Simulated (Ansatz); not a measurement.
Mulliken charges of C2H6Te, SMILES `CC[TeH]` from PBE/def2-TZVPP in Ansatz (PBE0-D4/def2-TZVP geometry).

```csv
atom,x (Å),y (Å),z (Å),charge (e)
C1,-0.535,0.619,-0.836,-0.265
C2,0.412,-0.251,-0.038,-0.265
Te3,-0.309,-0.461,1.985,0.029
H4,-1.537,0.186,-0.882,0.097
H5,-0.175,0.729,-1.863,0.089
H6,-0.621,1.620,-0.407,0.097
H7,1.408,0.187,0.021,0.123
H8,0.488,-1.253,-0.457,0.123
H9,0.958,-1.420,2.460,-0.028
```

Question: By hand: the dipole of these point charges (1 e Å = 4.8032 D).

Answer: Σ q r = (0.005, 0.038, -0.124) e Å, of length 0.130 e Å = 0.62 D.

Question: How does the dipole of the full density compare? (Best estimate.)

Answer: Computed: (0.097, 0.031, -0.279) e Å, 1.43 D; the point charges give 0.43 times that, at 20° from its direction.

Point charges leave out the atoms' own dipoles, such as those of lone pairs, and Mulliken's split depends on the basis, so the two needn't agree.
